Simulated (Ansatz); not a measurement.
Geometry optimisation, RKS PBE-D4/def2-SVP (Ansatz).

The input (input.yaml):

```yaml
crystal:
  periodic: [false, false, false]
  atoms:
    - { symbol: Al, position_ang: [-0.7315, -0.7931, -0.5432] }
    - { symbol: Br, position_ang: [0.7717, 0.9959, -2.1072] }
    - { symbol: F, position_ang: [-0.1128, -2.3075, -0.6457] }
    - { symbol: F, position_ang: [-2.3238, -0.4095, -0.5795] }
    - { symbol: H, position_ang: [0.8993, 0.9871, -0.1174] }
    - { symbol: "N", position_ang: [0.3971, 0.4059, 0.9725] }
    - { symbol: H, position_ang: [-0.0598, 1.1223, 1.5217] }
    - { symbol: H, position_ang: [1.1597, -0.0011, 1.4987] }
basis:
  gaussian: { orbitals: def2-SVP }
hamiltonian:
  xc: pbe
  dispersion: d4
relax:
  f_tol: 0.15
  max_steps: 25
  restrain:
    - { distance: [0, 5], at: 1.92, k: 30.0 }
    - { distance: [4, 1], at: 1.51, k: 30.0 }
    - { distance: [0, 1], at: 3.71, k: 30.0 }
    - { distance: [4, 5], at: 2.32, k: 30.0 }
```

Run as:

```bash
$ ansatz run input.yaml --threads 2 --pin off --max-ram 3072MiB --backend cpu --events-out ev --progress --plain --runs-dir out
```

**Question.** Where does it end, and by what steps?

**Answer.** The forces met the threshold. The restraints hold the end off the free minimum. After 6 steps the energy has risen by 0.454 eV (the restraints' own energy left out); H5 moved furthest, 0.74 Å. Parted: Al1–Br2. Joined: Br2–H5.

| step | energy less start (eV) | largest force component (eV/Å) | accepted |
| --- | --- | --- | --- |
| 0 | 0.0000 | 4.409 | yes |
| 1 | 0.7467 | 3.096 | yes |
| 2 | 0.8782 | 2.351 | yes |
| 3 | 0.6498 | 1.676 | yes |
| 4 | 0.4942 | 1.068 | yes |
| 5 | 0.4616 | 1.296 | yes |
| 6 | 0.4537 | 1.337 | yes |

```xyz
8
Properties=species:S:1:pos:R:3
Al -0.770 -0.883 -0.062
Br 1.116 1.396 -2.291
F -0.135 -2.340 -0.559
F -2.285 -0.385 -0.542
H 0.988 1.187 -0.821
N 0.212 0.185 1.110
H -0.190 0.989 1.597
H 1.065 -0.148 1.567
```

The run took 14 s on 2 threads of Arm Neoverse V2, with other jobs on the host, peak memory 0.15 GiB.
